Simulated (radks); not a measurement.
The numbers below are computed, except where a source is named.
Problem. Species: Tm4+. Configuration: [Kr] 4d10 4f12 5s1 5p6 (not the ground configuration). Code: a radial shooting solver on a logarithmic mesh with Libxc functionals. Model: scalar-relativistic Kohn-Sham, revPBE, spin-unpolarised, spherical densities, finite nucleus; Fermi nuclear charge, rms radius 5.2256 fm. Some entries of the table are withheld. Estimate them.

| orbital | occ. | eigenvalue (eV) | r(max) (bohr) | <1/r> (bohr^-1) |
|---|---|---|---|---|
| 1s | 2 | -59328.48 | 0.01261 | 79.07 |
| 2s | 2 | -10052.89 | 0.07189 | 18.42 |
| 2p | 6 | -8882.737 | 0.05855 | 16.97 |
| 3s | 2 | -2299.337 | 0.2032 | (1) |
| 3p | 6 | -1944.896 | 0.2002 | 6.343 |
| 3d | 10 | -1507.199 | 0.1633 | 6.009 |
| 4s | 2 | -494.2294 | 0.4643 | 2.873 |
| 4p | 6 | (2) | 0.4856 | (3) |
| 4d | 10 | -222.7945 | 0.5009 | 2.323 |
| 5s | 1 | -100.2255 | 1.077 | 1.114 |
| 5p | 6 | -71.7505 | (4) | (5) |
| 4f | 12 | -52.9963 | 0.4928 | 1.769 |

Solution. 
(1) 3s <1/r> (bohr^-1): 6.801
(2) 4p eigenvalue (eV): -377.6847
(3) 4p <1/r> (bohr^-1): 2.626
(4) 5p r(max) (bohr): 1.217
(5) 5p <1/r> (bohr^-1): 0.9501
